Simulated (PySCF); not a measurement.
Record of a relaxation.

C5H8Si.
SMILES with atom numbers: `[CH:1]#[C:2][CH2:3][SiH:4]1[CH2:5][CH2:6]1` (hydrogens: H7 on C1; H8, H9 on C3; H10 on Si4; H11, H12 on C5; H13, H14 on C6)

Computed by this run: PBE0-D3(BJ)/def2-SVP geometry optimisation, gas phase in PySCF; density fitting, grid level 1; the optimiser is geomeTRIC in internal coordinates, started from a GFN2-xTB structure with every atom displaced at random (about 0.01 Å). The frame can shift and turn from step to step; on so coarse a grid that alone can change the energy by a few meV, and forces under 0.02 eV/Å are noise.

Step 0: E = -13174.1748 eV, largest atomic force 2.424 eV/Å
```
atom  x, y, z in Å  |  force x, y, z in eV/Å
C1      3.244    0.905    0.314   -0.044   0.124  -0.021
C2      2.300    0.159    0.276   -0.401  -0.394  -0.003
C3      1.170   -0.752    0.252    0.963   0.247   0.766
Si4    -0.348    0.051    0.981   -2.075  -0.244  -1.230
C5     -2.044   -0.670    0.440    0.637   1.491   1.042
C6     -1.704    0.699   -0.195    0.372  -0.646   0.685
H7      4.045    1.592    0.325    0.639   0.477   0.036
H8      1.018   -1.062   -0.773   -0.435  -0.362  -0.600
H9      1.457   -1.633    0.857   -0.236  -0.091  -0.146
H10    -0.244    0.643    2.314    0.157   0.131   0.341
H11    -2.885   -0.659    1.144    0.088  -0.050   0.066
H12    -2.094   -1.503   -0.220    0.079  -0.977  -0.740
H13    -1.576    0.694   -1.273    0.283   0.022  -0.379
H14    -2.347    1.523    0.110   -0.027   0.273   0.182
```

Step 1: E = -13174.3238 eV, largest atomic force 0.503 eV/Å
```
atom  x, y, z in Å  |  force x, y, z in eV/Å
C1      3.210    0.819    0.414    0.164   0.152   0.030
C2      2.287    0.036    0.384   -0.150  -0.058  -0.054
C3      1.143   -0.854    0.333    0.058   0.017  -0.132
Si4    -0.421   -0.021    0.987   -0.391   0.107  -0.298
C5     -2.096   -0.538    0.326    0.303  -0.163  -0.053
C6     -1.569    0.799   -0.235   -0.037  -0.045   0.144
H7      4.029    1.514    0.435   -0.021  -0.042   0.015
H8      0.953   -1.157   -0.714   -0.044  -0.029   0.113
H9      1.344   -1.771    0.907   -0.004  -0.100   0.029
H10    -0.299    0.519    2.362   -0.013   0.010   0.017
H11    -2.977   -0.485    0.974   -0.023  -0.007   0.057
H12    -2.155   -1.382   -0.380    0.012   0.139   0.105
H13    -1.324    0.817   -1.303    0.097  -0.018  -0.007
H14    -2.134    1.691    0.060    0.049   0.035   0.034
```

Step 2: E = -13174.3335 eV, largest atomic force 0.085 eV/Å
```
atom  x, y, z in Å  |  force x, y, z in eV/Å
C1      3.207    0.817    0.408   -0.018  -0.007   0.026
C2      2.279    0.039    0.372   -0.004  -0.003  -0.056
C3      1.131   -0.850    0.327    0.063   0.024   0.024
Si4    -0.428   -0.005    0.983   -0.047   0.031  -0.042
C5     -2.080   -0.546    0.325    0.038  -0.059   0.047
C6     -1.573    0.803   -0.230   -0.033   0.022  -0.025
H7      4.033    1.502    0.439    0.007  -0.004   0.005
H8      0.928   -1.164   -0.711   -0.023  -0.016   0.015
H9      1.328   -1.768    0.908   -0.006   0.000  -0.002
H10    -0.312    0.536    2.359    0.000  -0.015   0.008
H11    -2.961   -0.511    0.976    0.003   0.001  -0.005
H12    -2.123   -1.385   -0.380   -0.011   0.030  -0.005
H13    -1.302    0.824   -1.292    0.011   0.002   0.009
H14    -2.139    1.694    0.067    0.019  -0.007   0.001
```

Step 3: E = -13174.3344 eV, largest atomic force 0.042 eV/Å
```
atom  x, y, z in Å  |  force x, y, z in eV/Å
C1      3.213    0.815    0.408   -0.009  -0.005   0.024
C2      2.281    0.040    0.365    0.001  -0.005  -0.042
C3      1.133   -0.846    0.325    0.018   0.019   0.023
Si4    -0.428    0.000    0.977    0.013   0.018   0.006
C5     -2.078   -0.549    0.327    0.002  -0.022   0.032
C6     -1.581    0.804   -0.230   -0.005   0.006  -0.028
H7      4.043    1.495    0.446    0.003  -0.001  -0.002
H8      0.924   -1.168   -0.709   -0.005  -0.008  -0.005
H9      1.328   -1.761    0.910   -0.004   0.005   0.002
H10    -0.311    0.540    2.354   -0.003  -0.013   0.007
H11    -2.957   -0.519    0.980    0.000   0.002  -0.003
H12    -2.120   -1.385   -0.381   -0.010   0.002  -0.019
H13    -1.309    0.827   -1.291   -0.005   0.000   0.002
H14    -2.147    1.693    0.070    0.004   0.002   0.002
```

Step 4: E = -13174.3347 eV, largest atomic force 0.027 eV/Å
```
atom  x, y, z in Å  |  force x, y, z in eV/Å
C1      3.219    0.813    0.407   -0.001  -0.003   0.017
C2      2.284    0.043    0.358    0.006   0.000  -0.018
C3      1.134   -0.840    0.323   -0.012   0.005   0.009
Si4    -0.428    0.005    0.974    0.027   0.005   0.003
C5     -2.076   -0.553    0.329   -0.009   0.001   0.007
C6     -1.588    0.804   -0.230    0.004  -0.002  -0.004
H7      4.053    1.488    0.450    0.000   0.001  -0.007
H8      0.921   -1.169   -0.709    0.003   0.000  -0.005
H9      1.327   -1.753    0.913    0.001   0.004   0.004
H10    -0.311    0.542    2.353   -0.005  -0.008   0.001
H11    -2.953   -0.526    0.985   -0.003   0.003  -0.003
H12    -2.120   -1.385   -0.383   -0.003  -0.006  -0.006
H13    -1.320    0.828   -1.292   -0.003  -0.002   0.000
H14    -2.154    1.691    0.073   -0.005   0.003   0.002
```

Step 5: E = -13174.3348 eV, largest atomic force under 0.02 eV/Å
```
atom  x, y, z in Å  |  force x, y, z in eV/Å
C1      3.221    0.813    0.406    0.001  -0.002   0.009
C2      2.286    0.044    0.355    0.003   0.003  -0.006
C3      1.135   -0.838    0.322   -0.012  -0.002  -0.001
Si4    -0.427    0.007    0.973    0.010   0.003   0.002
C5     -2.076   -0.554    0.330   -0.003   0.003  -0.004
C6     -1.590    0.803   -0.229    0.004  -0.001   0.004
H7      4.057    1.486    0.449    0.000   0.001  -0.006
H8      0.922   -1.170   -0.709    0.003   0.000  -0.002
H9      1.328   -1.749    0.915    0.002   0.002   0.002
H10    -0.311    0.540    2.353   -0.004  -0.004   0.002
H11    -2.953   -0.528    0.986    0.001   0.001   0.001
H12    -2.121   -1.386   -0.383    0.000  -0.003   0.000
H13    -1.324    0.828   -1.292   -0.002  -0.001  -0.001
H14    -2.158    1.690    0.075   -0.001   0.000   0.000
```

Question: Summarise the path.

Answer: The energy falls by 0.1600 eV from step 0 to step 5; nine tenths of that is first reached at step 1. It falls at every step. The largest force goes from 2.424 to under 0.02 eV/Å. Among the bonds Si4–C5 changes most, from 1.920 to 1.857 Å; the atoms move by 0.088 Å rms after alignment.

Question: Follow the three bonds and two angles with the largest change from start to end.

Answer: 
```csv
step,E above end (eV),largest force (eV/Å),Si4–C5 (Å),Si4–C6 (Å),C5–H12 (Å),Si4–C3–H8 (°),C2–C3–H9 (°)
0,0.1600,2.424,1.920,1.908,1.064,112.3,106.8
1,0.0110,0.503,1.874,1.866,1.102,107.8,110.4
2,0.0012,0.085,1.859,1.854,1.097,107.5,110.6
3,0.0004,0.042,1.856,1.852,1.096,107.3,110.6
4,0.0000,0.027,1.856,1.853,1.096,107.2,110.6
5,0.0000,under 0.02,1.857,1.853,1.096,107.2,110.5
```

What follows is the cost of the whole optimisation. Hardware: Arm Neoverse V1, one thread, shared host with 32 logical CPUs at a one-minute load of 30. Cost: 39 s, 0.53 GiB resident at most.
